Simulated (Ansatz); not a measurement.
Correlation energies of ClH4O3Si2, SMILES `O[SiH]O[SiH](O)Cl` radical by basis set

Z-matrix (Å, degrees):
```
Si
O 1 1.621
Cl 1 2.069 2 109.9
O 1 1.618 2 112.7 3 119.3
H 1 1.467 2 106.9 3 -117.9
H 2 0.959 1 119.7 3 -58.8
Si 4 1.652 1 143.1 2 -122.7
O 7 1.641 4 111.5 1 -43.0
H 7 1.489 4 107.1 1 -158.1
H 8 0.960 7 117.4 4 57.6
```

Total charge 0; spin multiplicity 2. The geometry is a stationary point of PBE0-D4/def2-TZVP. It is one conformer, not always the lowest. Frozen core, unrestricted reference, the Gaussian-basis code of Ansatz. CBS rows extrapolate triple and quadruple zeta; past MP2 they add the triple-zeta difference.

```tsv
basis	HF (Eh)	MP2 corr.	CCSD corr.	(T)	CCSD(T) total
def2-TZVPP	-1264.65963	-1.11228	-1.14928	-0.04318	-1265.85209
def2-QZVPP	-1264.70305	-1.20912	–	–	–
CBS(def2)	-1264.70903	-1.28085	-1.31785	as TZ	-1266.07006
```
